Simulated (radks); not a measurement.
Values are calculated unless marked as measured or tabulated.
Ba28+, configuration [Ar] 3d10. Level of theory: Dirac Kohn-Sham, relativistic LDA (MacDonald-Vosko exchange, VWN5 correlation), spin-unpolarised, spherical densities, finite nucleus; Fermi nuclear charge, rms radius 4.8378 fm (a radial shooting solver on a logarithmic mesh with Libxc functionals).

Unscreened Slater integrals over Kohn-Sham orbitals (hartree). Large and small components are both included. Empty in this configuration: 4s1/2.

integral           value
F0(3d5/2,3d5/2)   3.4921
F2(3d5/2,3d5/2)   1.7723
F4(3d5/2,3d5/2)   1.1384
F0(3d5/2,3d3/2)   3.5153
F2(3d5/2,3d3/2)   1.7803
G2(3d5/2,3d3/2)   1.7646
G4(3d5/2,3d3/2)   1.1331
F0(3d5/2,3p3/2)   3.2678
F2(3d5/2,3p3/2)   1.5741
G1(3d5/2,3p3/2)   1.7345
G3(3d5/2,3p3/2)   1.1387
F0(3d5/2,3p1/2)   3.3418
G3(3d5/2,3p1/2)   1.1916
F0(3d5/2,4s1/2)   1.9233
G2(3d5/2,4s1/2)  0.18380
F0(3d3/2,3d3/2)   3.5392
F2(3d3/2,3d3/2)   1.7890
F0(3d3/2,3p3/2)   3.2860
F2(3d3/2,3p3/2)   1.5727
G1(3d3/2,3p3/2)   1.7198
G3(3d3/2,3p3/2)   1.1291
F0(3d3/2,3p1/2)   3.3615
G1(3d3/2,3p1/2)   1.8342
F0(3d3/2,4s1/2)   1.9278
G2(3d3/2,4s1/2)  0.18242
F0(3p3/2,3p3/2)   3.1331
F2(3p3/2,3p3/2)   1.5757
F0(3p3/2,3p1/2)   3.1941
G2(3p3/2,3p1/2)   1.5892
F0(3p3/2,4s1/2)   1.8905
G1(3p3/2,4s1/2)  0.19187
F0(3p1/2,3p1/2)   3.2602
F0(3p1/2,4s1/2)   1.9046
G1(3p1/2,4s1/2)  0.19328
F0(4s1/2,4s1/2)   1.5312
